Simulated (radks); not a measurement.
Values are calculated unless marked as measured or tabulated.
All-electron atom: W2+ in [Xe] 4f14 5d4. Code: a radial shooting solver on a logarithmic mesh with Libxc functionals. Model: scalar-relativistic Kohn-Sham, B86b exchange with PBE correlation, spin-unpolarised, spherical densities, finite nucleus; Fermi nuclear charge, rms radius 5.3658 fm.

Unscreened Slater integrals over Kohn-Sham orbitals (eV). Empty in this configuration: 6s.

integral     value
F0(5d,5d)   13.149
F2(5d,5d)   6.7497
F4(5d,5d)   4.4205
F0(5d,4f)   17.141
F2(5d,4f)   3.8066
F4(5d,4f)   1.7643
G1(5d,4f)   1.4597
G3(5d,4f)   1.2581
G5(5d,4f)  0.97666
F0(5d,5p)   15.414
F2(5d,5p)   7.3148
G1(5d,5p)   8.5545
G3(5d,5p)   5.2535
F0(5d,5s)   16.011
G2(5d,5s)   5.3228
F0(5d,6s)   10.069
G2(5d,6s)   2.9394
F0(4f,4f)   41.364
F2(4f,4f)   19.959
F4(4f,4f)   12.585
F6(4f,4f)   9.0720
F0(4f,5p)   24.049
F2(4f,5p)   7.6657
G2(4f,5p)   3.4037
G4(4f,5p)   2.7363
F0(4f,5s)   27.233
G3(4f,5s)   4.3051
F0(4f,6s)   11.482
G3(4f,6s)  0.37119
F0(5p,5p)   19.646
F2(5p,5p)   10.577
F0(5p,5s)   21.059
G1(5p,5s)   14.008
F0(5p,6s)   10.817
G1(5p,6s)  0.89880
F0(5s,5s)   22.922
F0(5s,6s)   11.005
G0(5s,6s)  0.48772
F0(6s,6s)   8.7758

Derived for the open shells (J is the average intra-shell exchange parameter used in DFT+U). 5d: Racah B = F2/49 - 5 F4/441 = 0.08763 eV, C = 35 F4/441 = 0.3508 eV, C/B = 4.00, F4/F2 = 0.655, J = (F2 + F4)/14 = 0.7979 eV.
